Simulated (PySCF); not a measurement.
Worked example: entropy of an ideal gas

silicon monosulfide (SSi), SMILES [Si]=S (connectivity only; charge and spin as stated), neutral, multiplicity 1.

Geometry optimised at PBE-D3(BJ)/def2-TZVPD.

PySCF with PBE-D3(BJ)/def2-TZVPD gives the harmonic wavenumbers 724 cm⁻¹ and the rotational temperature 0.4254 K. The molar mass is 60.15 g/mol, the symmetry number 1, the spin multiplicity 1.

Q: Work out the entropy at 298.15 K and 1 atm in the rigid-rotor, harmonic-oscillator model.

A: 
Translation (Sackur–Tetrode at 1 atm): S = R[1.5 ln M + 2.5 ln T − 1.16487] = 159.8 J/(mol K).
Rotation: q = T/(σ θ) = 701, S = R[ln q + 1] = 62.8 J/(mol K).
Vibration: with u = 1.4388 ν/T, each mode gives R[u/(e^u − 1) − ln(1 − e^−u)]:
```
ν (cm⁻¹)  modes     u  S (J/(mol K))
--------  -----  ----  -------------
724           1  3.49           1.17
```
These are all the modes. Sum 1.2 J/(mol K).
Spin: R ln 1 = 0.0 J/(mol K).
Total 223.8 J/(mol K); the program's own thermochemistry gives 223.8. Translation makes up 71 % and vibration 1 %. Anharmonicity, hindered rotation and orbital degeneracy are left out.
